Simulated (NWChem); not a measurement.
Species: C$_{2}$H$_{4}$N$_{3}$ cation; SMILES c1n[nH]c[nH+]1

```xyz
9

C     -1.0467     0.4578     0.0000
N     -0.8800    -0.8317     0.0000
N      0.4462    -0.9992     0.0000
C      1.1061     0.1449     0.0000
N      0.1669     1.0924     0.0000
H     -2.0093     0.9690     0.0000
H      0.8401    -1.9412     0.0000
H      2.1874     0.2842     0.0000
H      0.3334     2.0984     0.0000
```
Atoms are numbered in this order, from 1.

Results from NWChem. Pople sets run with spherical d functions. The geometry was optimised at PBE0/def2-SVP. B3LYP is NWChem's, with the RPA form of VWN correlation. GIAO values for the isolated, static molecule; σ is the absolute isotropic shielding, δ = σ(reference) − σ with the isolated reference molecule computed at the same levels (13C: tetramethylsilane, 1H: tetramethylsilane, 15N: ammonia).

For level B3LYP/6-311G**:

- δ N2 (ppm): 347.0
- δ N3 (ppm): 242.8
- δ C4 (ppm): 142.1
- δ N5 (ppm): 199.1

Q: How do the values read with level KT2/pcSseg-1 instead?

A: 
| Item | Value |
|---|---|
| δ N2 (ppm) | 316.8 |
| δ N3 (ppm) | 227.2 |
| δ C4 (ppm) | 132.6 |
| δ N5 (ppm) | 186.0 |
